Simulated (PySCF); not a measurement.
HP, SMILES [PH], multiplicity 3. Geometry optimised at PBE-D3(BJ)/def2-TZVPD.

These are PBE-D3(BJ)/def2-TZVPD in PySCF 2.14.0 values and carry that method's errors.

Harmonic wavenumbers (cm⁻¹): 2289. Rotational constants (GHz): 249.5 (linear); symmetry number 1.

**Question.** Work out the zero-point energy and the ideal-gas rigid-rotor harmonic-oscillator thermochemistry at 298.15 K and 1 atm.

**Answer.** ZPE = ½ Σ hcν = ½ × 2289 cm⁻¹ = 13.69 kJ/mol. H − E(el) = 22.37 kJ/mol. Entropy in J/(mol K): translation 151.96, rotation 35.04, vibration 0.00, spin 9.13, total 196.14. G − E(el) = -36.11 kJ/mol. Cp = 29.12 J/(mol K).
